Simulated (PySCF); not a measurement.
BrCuN + HCl → ClCuN + HBr

Level: PBE0 in the def2-TZVP basis family, all electrons, no relativity, computed in PySCF with density fitting; open shells unrestricted.

| species | state and structure | E (Eh) | ZPE (kJ/mol) | H(298 K) − H(0) (kJ/mol) | S° (J/(mol K)) |
| --- | --- | --- | --- | --- | --- |
| BrCuN | quartet, C∞v, Cu–Br 2.232 Å, Cu–N 1.762 Å; Br–Cu–N 180.0° | -4268.76161 | 5.6 | 14.8 | 315.0 |
| HCl | singlet, C∞v, H–Cl 1.279 Å | -460.66440 | 17.9 | 8.7 | 186.6 |
| ClCuN | quartet, C∞v, Cu–Cl 2.098 Å, Cu–N 1.755 Å; Cl–Cu–N 180.0° | -2154.95998 | 6.6 | 14.2 | 294.6 |
| HBr | singlet, C∞v, H–Br 1.421 Å | -2574.45811 | 16.0 | 8.7 | 198.5 |

**Question.** What is the electronic reaction energy?

**Answer.** At PBE0/def2-TZVP, ΔE = 20.8 kJ/mol from the differences of the total energies times 2625.5, uphill. 

**Question.** Add zero-point, thermal and entropy terms for 298.15 K and 1 bar.

**Answer.** ΔZPE = -0.9 and Δ[H(298) − H(0)] = -0.6 kJ/mol give ΔH° = 19.3 kJ/mol. ΔS° = -8.5 J/(mol K), so ΔG° = 19.3 − 298.15 × (-0.0085) = 22 kJ/mol and log₁₀K = -3.8.

Open d or f shells are single determinants, so the state found may not be the ground state. Modes under 40 cm⁻¹ make the shape and entropy of BrCuN uncertain. The structures come from searches over a few start shapes, so lower isomers are not excluded.
